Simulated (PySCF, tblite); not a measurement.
C5H12FPSi.
Numbering: `[CH3:1][C@@H:2]1[CH2:3][CH2:4][CH2:5][Si@@:6]1([F:7])[PH2:8]` (hydrogens: H9, H10, H11 on C1; H12 on C2; H13, H14 on C3; H15, H16 on C4; H17, H18 on C5; H19, H20 on P8)

Cartesian coordinates in Å at the GFN2-xTB level; atoms count from 1:
```
atom  x, y, z in Å
C1    -1.7005    1.1621    1.1873
C2    -0.8816    0.5339    0.0677
C3    -1.2214   -0.9451   -0.1463
C4    -0.1050   -1.5899   -0.9646
C5     1.2325   -1.2779   -0.2862
Si6    1.0077    0.5045    0.3668
F7     1.3179    0.4879    1.9676
P8     2.1306    2.2698   -0.4397
H9    -1.4914    0.6695    2.1339
H10   -2.7663    1.0725    0.9808
H11   -1.4572    2.2171    1.2926
H12   -1.0990    1.0745   -0.8598
H13   -1.2791   -1.4385    0.8263
H14   -2.1876   -1.0631   -0.6404
H15   -0.2583   -2.6662   -1.0548
H16   -0.1094   -1.1648   -1.9709
H17    1.3900   -1.9567    0.5522
H18    2.0620   -1.4205   -0.9755
H19    2.0381    1.8615   -1.7598
H20    3.3727    1.6801   -0.2802
```

Method: PBE0/pcSseg-1 in PySCF (dipole) on a GFN2-xTB geometry, gas phase.

Take the most abundant isotopes and a rigid rotor. The values belong to one conformer with, in the numbering `[CH3:1][C@@H:2]1[CH2:3][CH2:4][CH2:5][Si@@:6]1([F:7])[PH2:8]`, C5–Si6–P8–H 40° and -53°, C1–C2–C3–C4 -163°, C2–C3–C4–C5 52°, C3–C4–C5–Si6 -37°, C4–C5–Si6–F7 125°.

Problem. What are A, B and C (cm⁻¹)?

Solution. Ia = 282.75, Ib = 473.19, Ic = 551.56 u·Å²; 505379 MHz·u·Å²/I gives 1787, 1068 and 916.3 MHz, that is A = 0.05962, B = 0.03563, C = 0.03056 cm⁻¹.

Problem. What kind of rotor is it?

Solution. An asymmetric top: κ = (2 × 1068 − 1787 − 916.3)/(1787 − 916.3) = -0.65.

Problem. Is it planar, by Δ = Ic − Ia − Ib?

Solution. Not planar: Δ = Ic − Ia − Ib = -204.38 u·Å². For a rigid frame Δ = −2 Σ m c², so Σ m c² = 102.19 u·Å² lies off the ab plane: 13.73 from hydrogen and 88.46 from heavier atoms. The atom farthest from that plane is 1.75 Å away.

Problem. Give the other two planar moments, Paa and Pbb, and the rms extents of the mass along the axes.

Solution. Paa = Σ m a² = (Ib + Ic − Ia)/2 = 371.00 and Pbb = Σ m b² = (Ia + Ic − Ib)/2 = 180.56 u·Å². With the mass M = 150.04 u, the rms extents √(P/M) along a, b and c are 1.57, 1.10, 0.83 Å.

Problem. Predict some low-J microwave lines.

Solution. The dipole components are |μa| = 1.08 D, |μb| = 1.56 D, |μc| = 1.28 D. The squared components, which scale the intensities, stand as 0.48 : 1.00 : 0.68 (a : b : c). Some lines, for components of 0.1 D or more:

```
type  branch         J(Ka,Kc)    MHz  lower level (cm⁻¹)
   a       Q  5(2,3) ← 5(2,4)    639               1.097
   c       Q  3(2,2) ← 3(1,2)   1945               0.438
   b       Q  5(3,2) ← 5(2,3)   3561               1.118
   c       Q  4(3,2) ← 4(2,2)   3745               0.777
   c       Q  3(3,1) ← 3(2,1)   3884               0.507
   a       R  2(1,1) ← 1(1,0)   4120               0.095
   b       R  5(3,2) ← 4(4,1)   4497               1.087
   c       Q  5(4,2) ← 5(3,2)   5472               1.237
   b       Q  5(4,2) ← 5(3,3)   5525               1.235
   b       R  3(1,3) ← 2(0,2)   6302               0.198
   c       R  2(2,1) ← 1(1,1)   6430               0.090
   b       Q  5(5,1) ← 5(4,2)   7113               1.419
   b       R  4(1,4) ← 3(0,3)   8028               0.394
   b       R  5(1,4) ← 4(2,3)   8511               0.767
   b       R  5(1,5) ← 4(0,4)   9750               0.652
   b       R  3(3,1) ← 2(2,0)   9920               0.305
   a       R  5(3,3) ← 4(3,2)   9978               0.902
   b       R  4(2,2) ← 3(1,3)  11073               0.408
   c       R  4(3,1) ← 3(2,1)  11872               0.507
   c       R  5(2,4) ← 4(1,4)  13052               0.661
   c       R  4(4,0) ← 3(3,0)  13506               0.636
   c       R  5(4,1) ← 4(3,1)  15490               0.903
   b       R  5(5,0) ← 4(4,1)  17082               1.087
```

Problem. Estimate the classical rotational partition function at 10 K, 25 K and 200 K.

Solution. Point group C1, symmetry number σ = 1; q = (√π/σ)·√((kT/h)³/(ABC)), k/h = 20836.6 MHz/K: 4030 at 10 K, 15900 at 25 K, 361000 at 200 K.

Its GFN2-xTB frequencies are all real (lowest 53 cm⁻¹). Constants of a rigid frame at the computed geometry: no zero-point averaging, no centrifugal distortion. A rigid rotor knows nothing of internal rotation, which can split or shift real lines.

Time: 41 s of wall time; peak memory 1.0 GiB. Hardware: an Arm Neoverse V2 with one thread, no GPU, shared host with 96 logical CPUs at a one-minute load of 62. This is the PBE0/pcSseg-1 job that gave the dipole, with the shieldings it also computed.
